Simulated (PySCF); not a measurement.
Molecule: `CC#C/C=N\[SiH2]OC`, C₅H₉NOSi.

Bonds (- single, = double, # triple, : aromatic): C1-C2, C2#C3, C3-C4, C4=N5, N5-Si6, Si6-O7, O7-C8. C1 carries H9, H10, H11; C4 carries H12; Si6 carries H13, H14; C8 carries H15, H16, H17. Stereochemistry as in CC#C/C=N\[SiH2]OC.

Frames of a GFN2-xTB Langevin trajectory at 300 K; GIAO PBE0/pcSseg-1 shieldings in PySCF 2.14, gas phase, non-relativistic; equivalent atoms averaged within each frame.

Shifts are taken against calculated references (same method and geometry level): 13C (186.93 ppm), 29Si (349.16 ppm), 1H (31.72 ppm) vs TMS; 15N (267.73 ppm) vs NH3; 17O (336.08 ppm) vs H2O. The references are static minima.

Q: How do the shifts (ppm) fluctuate along the trajectory?

A: 
```csv
time (fs),C4,C2,C3,C8,C1,N5,Si6,O7,H12,H13/H14
250,147.2,95.1,85.6,53.9,1.4,417.3,-53.7,13.0,7.97,5.97
425,162.2,94.9,87.1,50.7,1.3,451.5,-43.8,1.1,8.57,5.86
625,155.6,101.3,87.2,56.1,8.6,397.9,-21.5,1.5,8.35,5.52
800,157.1,102.8,83.2,57.8,3.5,410.5,-26.2,15.9,8.46,5.62
1000,160.6,99.5,86.1,63.4,3.9,415.7,-26.2,26.8,7.96,5.38
mean of frames,156.5,98.7,85.9,56.4,3.7,418.6,-34.3,11.7,8.26,5.67
standard deviation,5.9,3.6,1.6,4.8,3.0,19.9,13.8,10.8,0.29,0.24
```

5 frames give an uncertainty of the mean of about the standard deviation over 2.2 at best, since frames this close in time may not be independent; classical motion lacks zero-point vibration, and the reference would need the same averaging.
